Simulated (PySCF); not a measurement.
Cost of excited-state runs on SMILES CC1=CC=COS1(=O)=O, C$_{5}$H$_{6}$O$_{3}$S

Cartesian coordinates in Å; atom numbers follow the order of the lines, from 1:
```xyz
15

C     2.151    0.191   -0.040
C     0.692   -0.056   -0.045
C     0.031   -1.202   -0.202
C    -1.407   -1.285   -0.128
C    -2.155   -0.287    0.354
O    -1.655    0.894    0.781
S    -0.295    1.426    0.037
O    -0.650    1.812   -1.292
O     0.274    2.401    0.904
H     2.443    0.698   -0.960
H     2.393    0.855    0.788
H     2.710   -0.738    0.049
H     0.574   -2.128   -0.347
H    -1.882   -2.209   -0.411
H    -3.226   -0.362    0.491
```

PySCF with density fitting, on 1 thread of an Intel Xeon 6975P-C, shared host. Command: `OMP_NUM_THREADS=1 python excited_run.py task.json out`

(1) How long does each of these runs take, and how much memory?
- magnetisability and related constants, CAM-B3LYP/pcSseg-1; writes grids
- magnetisability and related constants, HF/6-31++G**; level shift 0.1 Eh

Results:

(1) 
```
                                  run               level  basis functions  wall time  peak memory (GiB)
magnetisability and related constants  CAM-B3LYP/pcSseg-1              190       42 s               0.96
magnetisability and related constants        HF/6-31++G**              202       15 s                  1
```
Times from a shared host are rough.
